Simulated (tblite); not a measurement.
Start geometry of `CC#C[Si@@H](F)[C@@H](C)C(C)=S` from a force field or distance geometry (Å):
```
atom  x, y, z in Å
C1     4.3896   -0.3489    0.0061
C2     2.9597    0.0007    0.2028
C3     1.8130    0.2853    0.4022
Si4    0.0653    0.7562    0.6669
F5    -0.2450    2.3139    0.1076
C6    -0.9989   -0.4026   -0.3194
C7    -1.0073   -1.8126    0.1578
C8    -2.3846    0.1353   -0.2015
C9    -2.7191    1.5385   -0.6102
S10   -3.4867   -0.6582    0.2905
H11    4.6540   -0.0339   -1.0323
H12    4.4850   -1.4261    0.1815
H13    5.0248    0.2723    0.7046
H14   -0.3118    0.6774    2.0857
H15   -0.7471   -0.3755   -1.3950
H16   -0.8369   -2.5350   -0.6587
H17   -1.9616   -2.0628    0.6293
H18   -0.2013   -2.0380    0.8970
H19   -2.0336    1.9347   -1.3708
H20   -3.7290    1.5804   -1.0452
H21   -2.7374    2.2158    0.3008
```

Task: What comes out of this run: GFN2-xTB geometry optimisation, gas phase (tblite)?

Result: 
```
atom  x, y, z in Å
C1     4.3353   -0.4031    0.1602
C2     2.9635   -0.0370    0.4117
C3     1.8175    0.2748    0.6213
Si4    0.0716    0.7413    0.9484
F5    -0.1044    2.3110    0.5935
C6    -1.0395   -0.2167   -0.3056
C7    -0.8373   -1.7203   -0.1381
C8    -2.4394    0.2158   -0.0980
C9    -2.9037    1.3949   -0.8838
S10   -3.4357   -0.5232    0.9629
H11    4.6030   -0.1606   -0.8677
H12    4.4691   -1.4727    0.3189
H13    4.9933    0.1425    0.8359
H14   -0.3608    0.6050    2.3261
H15   -0.7237    0.0812   -1.3121
H16   -1.4541   -2.2641   -0.8524
H17   -1.1239   -2.0366    0.8610
H18    0.2046   -1.9846   -0.3022
H19   -2.9489    1.1350   -1.9430
H20   -3.8919    1.7112   -0.5591
H21   -2.2035    2.2232   -0.7786
```

The energy falls by 1.806 eV over 165 L-BFGS steps, the largest force on an atom goes from 13.42 to 0.007 eV/Å, and the atoms move by 0.617 Å rms after alignment. The bond that changes most is C8=S10 (thiocarbonyl carbon to thiocarbonyl sulfur), which lengthens by 0.188 Å. Bonds longer at the end by more than 0.005 Å: 5 of 20; shorter: 15. Among the angles that change most is C7–C6–C8, from 108.1° to 113.4°. Among the dihedrals that turn most is H15–C6–C7–H16, from -4° to -62°. Rotational constants go from 1964, 488.4, 411.5 to 1835, 471.8, 419.6 MHz. The orientation of the end geometry is arbitrary; only internal coordinates are fixed.

GFN2-xTB frequencies show an imaginary mode (22i cm⁻¹), so the point is no minimum at that level. 3 starts were optimised and ended at 0.00, 0.03 and 0.16 kcal/mol (GFN2-xTB); the lowest of these is shown.

The numbers are calculated, not measured.
